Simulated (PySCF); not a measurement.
Species: C2H8AlAs.
Bonds: C1–C2 (double), C2–Al3, Al3–As4. Hydrogens: H5, H6 on C1; H7 on C2; H8, H9 on Al3; H10, H11, H12 on As4.

Computed with PBE0-D3(BJ)/def2-SVP geometry optimisation, gas phase in PySCF 2.14.0.

(1) How far are the bound atoms from Al3?

(2) List the angles at Al3.

(3) Describe the arrangement about Al3 in numbers.

(4) What are the other bond lengths?

(5) Give some angles away from the centre.

(6) What are the rotational constants (commonest isotopes, rigid rotor)?

Results:

(1) 4 atoms: H9 1.600 Å, H8 1.602 Å, C2 1.972 Å, As4 2.640 Å. The nearest atom not counted as bound is H7, at 2.72 Å.

(2) 
```
     angle  degrees  distance of the outer atoms (Å)
 H8–Al3–H9    120.4                             2.78
 C2–Al3–H9    119.9                             3.10
 C2–Al3–H8    116.5                             3.04
As4–Al3–H9     98.6                             3.28
As4–Al3–H8     97.3                             3.26
C2–Al3–As4     92.1                             3.35
```

(3) Angles from 92.1° to 120.4°; τ4 = (360° − α − β)/141° = 0.85 with α and β the two widest (0 for a square, 1 for a tetrahedron).

(4) C1=C2 1.343 Å; C1–H5 1.099 Å; C1–H6 1.099 Å; C2–H7 1.101 Å; As4–H10, As4–H11, As4–H12 1.512 Å.

(5) C1–C2–Al3 122.2°.

(6) A = 5445, B = 1549, C = 1303 MHz: an asymmetric top.

Point group: C1 (no symmetry element, even within 0.4 Å). Charge 0, singlet. Whether it is a minimum is left open (no frequencies).

Shape of the structure used: `[CH2:1]=[CH:2][AlH2-:3][AsH3+:4]`: C1–C2–Al3–As4 91°.

One conformer stands for the species.
